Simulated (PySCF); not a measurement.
**Excitation energy of P by level of theory**

P [Ne] 3s2 3p3 (4S) → P [Ne] 3s1 3p3 3d1 (6D), as a difference of total energies. Calculation: PySCF 2.14, in aug-cc-pV(Q+d)Z; no relativity, point nucleus. Correlated levels: valence: [Ne] frozen. The calculations carry no spin-orbit coupling.

```tsv
method	excitation energy (eV)
UHF	12.140
MP2 (valence)	13.721
SCS-MP2 (valence)	14.217
CCSD (valence)	13.878
CCSD(T) (valence)	13.982
```

Problem. How much does correlation contribute at CCSD(T) (valence)?

Solution. 13.982 − (12.140) = 1.842 eV, measured against UHF.

The upper state lies above the first ionisation limit, but in LS coupling its spin forbids autoionisation to the ground ion.

The promoted electron is Rydberg-like, and one or two diffuse shells describe it only roughly, which tends to raise the upper state.
